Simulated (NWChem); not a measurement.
Species: AuPH3I; SMILES [Au](<-[PH3])[I]

Results from NWChem. Structure relaxed at the PBE0/def2-SVP level. def2 effective core potentials on I, Au; no spin-orbit coupling. Hybrids' shares of exact exchange are those that their runs print; pure functionals count as 0. The functionals differ in more than this share.

| row | share of exact exchange | highest occupied level (eV) |
|---|---|---|
| PBE/def2-TZVP | 0.00 | -5.56 |
| N12/def2-TZVP | 0.00 | -5.27 |
| TPSSh/def2-TZVP | 0.10 | withheld |
| B3LYP/def2-TZVP | 0.20 | -6.33 |
| PBE0/def2-TZVP | 0.25 | -6.55 |

Fit a straight line of the last column on the one before it, predict the withheld value, and compare with the run.


1. Means of the 4 shown rows: x = 0.113, y = -5.927. Slope Σ(x − x̄)(y − ȳ)/Σ(x − x̄)² = -0.2361/0.05188 = -4.552; intercept -5.415.
2. The shown rows scatter about the line by 0.103 (root mean square); the largest residual is +0.15, at N12/def2-TZVP.
3. At x = 0.10 (TPSSh/def2-TZVP; inside the shown range) the line gives -5.87.
4. The run gives -6.01, -0.14 from the line, 1.4 times the scatter.
